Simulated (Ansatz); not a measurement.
The lowest singlet and triplet of CHF (SMILES [CH]F); geometries from B3LYP-D3(BJ)/def2-TZVP, each state relaxed from the structure named, with no frequency check.
Singlet at the triplet's geometry (charge 0, multiplicity 1):
```xyz
3

C     -0.620     0.335     0.000
F      0.582    -0.192     0.000
H     -1.516    -0.285     0.000
```

A positive gap puts the triplet lower; no zero-point energy. R- takes a restricted singlet. U- takes an unrestricted singlet (broken symmetry where lower, unprojected). The triplet is unrestricted in single-reference levels.

Correlated levels freeze the cores.

Codes used: Ansatz (a first-principles code) with Gaussian orbitals. Each number belongs to the level named beside it.

Task: One of these levels gives -2.5 kJ/mol for the gap E(singlet) − E(triplet), vertical, at the triplet's geometry. Which one is it?
(A) R-MP2/cc-pVTZ
(B) U-MP2/cc-pVQZ (spin-contaminated)
(C) R-BHLYP/def2-TZVPP
(D) U-CCSD/cc-pVDZ (spin-contaminated)

Result: A, R-MP2/cc-pVTZ. The others give 2.7 (R-BHLYP/def2-TZVPP), -4.8 (U-MP2/cc-pVQZ (spin-contaminated)), -7.0 (U-CCSD/cc-pVDZ (spin-contaminated))

Doubts at one or more of the structures used: a restricted determinant that unrestricted orbitals would lower (R-BHLYP/def2-TZVPP, R-MP2/cc-pVTZ).
